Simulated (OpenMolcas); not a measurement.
A calculation on Mn⁵⁺.

* Program: OpenMolcas 26.06
* Method: SS-RASPT2, IPEA 0.25 Eh, imaginary shift 0.1 Eh (closed shells correlated: 3s)
* Basis: ANO-RCC-VTZP [6s5p3d2f1g]
* Scalar Hamiltonian: DKH2, point nucleus
* Active space: 8 electrons in 8 orbitals (RAS1 3p, at most 2 holes; RAS2 3d)
* State averaging: 2S+1 = 3 even, 10 roots; 2S+1 = 1 even, 15 roots
* Spin-orbit coupling: RASSI with atomic mean-field integrals over the reference wave functions, term energies averaged over their components

Which level of the active space comes out lowest?

3d2 3F2, with 100 % of that term; it is also the measured ground level.

How high does 3d2 3F3 lie?

785 cm-1 above the lowest level; measured 746 cm-1 above the ground level, so the calculation is off by +5 %.

How high does 3d2 3P2 lie?

19620 cm-1 above the lowest level; measured 18628 cm-1 above the ground level, so the calculation is off by +5 %.

How high does 3d2 3F4 lie?

1772 cm-1 above the lowest level; measured 1669 cm-1 above the ground level, so the calculation is off by +6 %.

The level at 15780 cm-1 has J = 2. What is it made of, and what is its g factor?

96 % 3d2 1D2, 4 % 3d2 3P; g = 1.017, against 1.000 from Landé's formula for the pure leading term.

Measured values: Corliss and Sugar, J. Phys. Chem. Ref. Data 6, 1253 (1977).

CASPT2 does not keep the components of a term degenerate, so their means are used; among the terms shown or strongly mixed into the levels shown the widest spread is 280 cm-1 (3d2 3F). Active for correlation alone: 3p; no level in the range computed is led by a configuration that opens it, so any true level of that kind is missing. Computed and measured levels are paired by configuration, term and J; levels that our copy of the source lacks, or whose pairing is in doubt (as where it misses far off the trend of its configuration), stay unpaired and out of the deviations. Levels of configurations outside the active space are missing.
